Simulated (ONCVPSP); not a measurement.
## Ba (Z = 56): excitation energies, all-electron against ONCV

* Element: barium
* Generator: ONCVPSP 4.0.1
* Type: optimised norm-conserving Vanderbilt (ONCV)
* Functional: PBE
* Relativity: fully relativistic
* Frozen core: [Kr] 4d10
* Valence charge: 10
* Reference configuration: 5s2 5p6 6s1 (charge +1)
* Partial waves: 5s+6s: rc 2.20 bohr, ncon 4, nbas 9, qcut 5 1/bohr, 2 projectors; 5p: rc 2.90 bohr, ncon 3, nbas 6, qcut 5.3 1/bohr, 3 projectors, debl 1.6 Ha; d scattering state at 0.14 Ha: rc 2.95 bohr, ncon 3, nbas 6, qcut 3.4 1/bohr, 2 projectors, debl 1 Ha
* Local potential: polynomial inside 1.60 bohr (lpopt 5, dvloc0 2 Ha)
* Core correction: Teter function fitted to the true core (icmod 2), fcfact 0.45

Open shells are filled in proportion to 2j + 1.

In the d channel the program set the typed energies aside and used 0.050, 1.050 Ha (j = l + 1/2; the other j can differ).

Energies are relative to the spin-unpolarised reference configuration 5s2 5p6 6s1; without spin polarisation the order of configurations can differ from experiment.

(1) Give the all-electron excitation energy and the error of the potential for: 5s2 5p6 6s2; 5s2 5p6 6s0; 5s2 5p6 6s1.5; 5s1 5p6 6s2.

Levels in the configuration 5s2 5p6 6s1.5:

```csv
level,all-electron (eV),pseudo (eV)
5s j=1/2,-36.329,-36.329
5p j=3/2,-20.772,-20.772
5p j=1/2,-22.849,-22.849
6s j=1/2,-5.340,-5.340
```

Note: no bound ghost flagged; GHOST(+) flagged for s at 83.3 eV.

Answers

(1)

```tsv
valence configuration	charge	ΔE all-electron (eV)	error AE − PS (meV)
5s2 5p6 6s2	0	-5.361	0.0
5s2 5p6 6s0	+2	9.978	+0.4
5s2 5p6 6s1.5	+0.5	-3.225	0.0
5s1 5p6 6s2	+1	33.403	-4.9
```
